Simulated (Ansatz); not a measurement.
Two isomers of C2H5NOSi: A = `CO[SiH2]C#N`, B = `O[SiH2]C1=NC1`.

Computed with Ansatz on PBE0-D4/def2-TZVP structures; ΔE is electronic, products minus reactants. CCSD(T)/CBS adds triple-zeta CCSD(T) − MP2 to the extrapolated MP2 energy (def2 sets, frozen cores). Functionals use def2-TZVPP. B3LYP here is the variant with VWN-RPA as its local correlation; programs differ in this. One conformer a species, not always the lowest.

(1) Which isomer does CCSD(T)/CBS put lower? Give the gap. (Estimate.)

(2) Give E(B) − E(A) in kJ/mol with B3LYP-D4, MP2/def2-TZVPP, PBE-D4, CCSD(T)/def2-TZVPP, r2SCAN-D4, PBE0-D4, B2PLYP. (An estimate is asked.)

Largest T1 diagnostic: 0.012.

Results:

(1) Computed: A, by 131.7 kJ/mol.

(2) Ansatz gave: B3LYP-D4 134.5, MP2/def2-TZVPP 134.7, PBE-D4 104.9, CCSD(T)/def2-TZVPP 137.1, r2SCAN-D4 116.7, PBE0-D4 108.3, B2PLYP 140.0. None reverses the order clearly.

From PBE to PBE0 (25 % exact exchange), in def2-TZVPP and without D4, E(B) − E(A) moves by +3.3 kJ/mol. In def2-TZVPP, CCSD(T) changes the Hartree–Fock value by −32.2 kJ/mol (the triples alone add −4.4 kJ/mol) and MP2 by −34.6 kJ/mol.
